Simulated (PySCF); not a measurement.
**[Cd2Cl]+ at several levels of theory**

All levels use the PBE0 minimum (triplet; Cl–Cd 2.543 Å (×2); Cd–Cl–Cd 127.5°), basis [Cl def2-TZVP, Cd def2-TZVP with ECP28], scalar-relativistic core potentials, density fitting, no spin–orbit coupling, PySCF. For vertical energies the ionised species is a doublet (spins chosen at PBE0 and kept) and the electron-attached one a doublet. Open shells are unrestricted, also as the reference of the correlated levels. Dipoles are about the centre of mass. A dash marks a value that was not computed or is not defined at that level.

```csv
level,vertical IP (eV),vertical EA (eV),−ε(HOMO) (eV),dipole (D)
PBE0,12.67,7.16,10.87,1.55
HF,12.30,5.22,12.58,1.56
MP2,12.72,6.71,–,–
PBE,12.61,7.55,10.10,1.34
r2SCAN,12.78,7.30,10.44,1.42
B3LYP,12.78,7.48,10.78,1.48
TPSSh,12.52,7.21,10.37,1.50
revPBE,12.50,7.40,10.02,1.35
```
